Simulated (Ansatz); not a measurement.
Cartesian coordinates (Å):
```xyz
11

B     -2.2103    -0.3390     0.0287
C     -0.6993    -0.2344     0.0187
C      0.0969     0.9073    -0.0651
C      1.4887     0.6661    -0.0508
C      1.7453    -0.6854     0.0458
F      2.9438    -1.2409     0.0832
S      0.3281    -1.6640     0.1192
H     -2.7642    -1.4075     0.1056
H     -2.8590     0.6762    -0.0431
H     -0.3447     1.9030    -0.1357
H      2.2747     1.4186    -0.1065
```
Charge 0, spin multiplicity 1.

All values below come from frozen-core CCSD(T)/cc-pVTZ // B3LYP-D3(BJ)/def2-SVP run with Ansatz (a program for electronic structure). The restricted HF reference is unstable towards unrestricted orbitals.

```json
{
 "HF energy": "-675.52942 Ha",
 "MP2 correlation energy": "-1.14894 Ha"
}
```

### Question
Estimate the CCSD correlation energy, the (T) correction, the total energy and the T1 diagnostic.

### Answer

```yaml
CCSD correlation energy: -1.17563 Ha
"(T) correction": -0.06015 Ha
CCSD(T) total energy: -676.76520 Ha
T1 diagnostic: 0.014
```
